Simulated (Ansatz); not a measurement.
B(CNMe)H3 (C2H6BN), relaxed as a singlet with RKS r2SCAN-D4/def2-SVP in Ansatz, starting from the GFN2-xTB geometry. Force threshold 0.02 eV/Å.

Start:

```xyz
10

B    -0.3644    2.0219   -0.0452
C    -0.0987    0.5383   -0.0116
N     0.1061   -0.6092    0.0134
C     0.3567   -1.9789    0.0442
H     1.2795   -2.1697    0.5959
H     0.4606   -2.3549   -0.9758
H    -0.4720   -2.4915    0.5370
H    -1.3824    2.1633   -0.6496
H     0.5698    2.5122   -0.6003
H    -0.4551    2.3685    1.0920
```

```csv
step,energy (eV),largest force component (eV/Å),SCF passes
1,-4330.9672,0.700,25
2,-4331.0180,0.325,30
3,-4331.0241,0.068,31
4,-4331.0243,0.030,24
5 (rejected),-4331.0242,0.087,24
6,-4331.0243,0.005,23
```

Force components are those of the run's own axes.

End:

```xyz
10

B    -0.369    2.045   -0.046
C    -0.097    0.534   -0.012
N     0.109   -0.617    0.014
C     0.361   -2.002    0.045
H     1.290   -2.204    0.600
H     0.466   -2.389   -0.980
H    -0.471   -2.525    0.540
H    -1.414    2.196   -0.666
H     0.588    2.556   -0.615
H    -0.463    2.406    1.121
```

By distances, no bond broke or formed. The bond that changes most is B1–H9, from 1.19 to 1.22 Å (atoms count from 1).

No frequencies were taken in this run, so the end may be a saddle point.

It took 7.5 s on 4 threads of Arm Neoverse V1 on a shared host.
